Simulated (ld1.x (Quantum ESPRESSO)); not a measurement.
**What one change does to a pseudopotential (Sm (Z = 62), TM semilocal)**

```
Element                 : samarium (Sm)
Generator               : ld1.x (Quantum ESPRESSO) 7.5
Type                    : norm-conserving Troullier–Martins (semilocal form)
Functional              : PBEsol
Relativity              : scalar-relativistic
Frozen core             : [Kr] 4d10 5s2
Valence charge          : 14
Reference configuration : 4f6 5p6 5d0 6s2 6p0
Partial waves           : 6s (bound): rc 3.90 bohr; 5d (bound, empty): rc 3.35 bohr; 4f (bound): rc 0.70 bohr; 5p (bound): rc 2.60 bohr
Local potential         : the p channel
Core correction         : none
```

Change: wave 5p (bound): rc 2.60 bohr becomes 5p (bound): rc 3.84 bohr.

Cutoffs: the cutoffs (Ry, on a coarse ladder) from which the occupation-weighted sum of valence levels, in a spherical-Bessel basis at the reference potential, stays within 10 and 1 mRy of its value at 400 Ry; they do not see the model core or the augmentation charge, which bear on the density cutoff. Errors are all-electron minus pseudo energies relative to the spin-unpolarised reference configuration.

Predict the effect on cutoff, ghosts and configuration errors.

Of the 6 tests that both files solve, the error grows in 1 and shrinks in 2 by more than 15 % and 0.3 meV (median size 105.9 → 104.1 meV); neither file shows a bound ghost at the reference potential, the only one tested. A semilocal file is local in each channel, so a ghost entry of none says nothing of the separable form that plane-wave codes build from it.

| quantity | base | changed |
| --- | --- | --- |
| cutoff, loose | over 300 Ry | over 300 Ry |
| cutoff, tight | over 300 Ry | over 300 Ry |
| loose cutoff by channel (10 mRy a level) | s 6 Ry, f over 300 Ry, p 12 Ry | s 6 Ry, f over 300 Ry, p 10 Ry |
| bound ghosts | none | none |
| tests counted (converged, no solver errors) | 6 of 7 | 6 of 7 |
| error for 4f6 5p6 5d0 6s1 6p0, meV [ΔE 5.96 eV] | -1.4 | -1.6 |
| error for 4f6 5p6 5d0 6s0 6p0, meV [ΔE 16.95 eV] | -9.8 | -16 |
| error for 4f5 5p6 5d0 6s0 6p0, meV [ΔE 40.83 eV] | +237 | +192 |
| error for 4f4 5p6 5d0 6s0 6p0, meV [ΔE 82.87 eV] | +334 | +209 |
| error for 4f7 5p6 5d0 6s0 6p0, meV [ΔE 7.95 eV] | -202 | -213 |
| error for 4f6 5p6 5d0 6s1.5 6p0, meV [ΔE 2.38 eV] | -0.6 | -0.6 |
| s: phases at 4.23 bohr within 0.05 rad from the reference energy up to (Ry; the scan ends near 5) | 0.9 | 0.9 |
| p: phases at 4.23 bohr within 0.05 rad from the reference energy up to (Ry; the scan ends near 5) | -0.2 | -0.1 |
| d: phases at 4.23 bohr within 0.05 rad from the reference energy up to (Ry; the scan ends near 5) | 0.9 | 0.9 |
| f: phases at 4.23 bohr within 0.05 rad from the reference energy up to (Ry; the scan ends near 5) | to the end of the scan | to the end of the scan |

Base: Tests not counted: 4f6 5p6 5d0 6s0 6p1 (solver errors, printed error -7.6 eV). These tests converged, but a pseudo level misses the all-electron one widely, so the file describes the atom poorly there or has found another state: 4f6 5p6 5d0 6s1 6p0: empty 6p by 3.7 eV; 4f6 5p6 5d0 6s0 6p0: empty 6p by 6.8 eV. ld1.x printed “convergence not achieved” for 2 of the counted tests; their residual had stalled under 1e-8, short of the target of 1e-14. Changed file: Tests not counted: 4f6 5p6 5d0 6s0 6p1 (solver errors, printed error -7.3 eV). These tests converged, but a pseudo level misses the all-electron one widely, so the file describes the atom poorly there or has found another state: 4f6 5p6 5d0 6s1 6p0: empty 6p by 3.7 eV; 4f6 5p6 5d0 6s0 6p0: empty 6p by 6.8 eV. ld1.x printed “convergence not achieved” for 2 of the counted tests; their residual had stalled under 1e-8, short of the target of 1e-14.
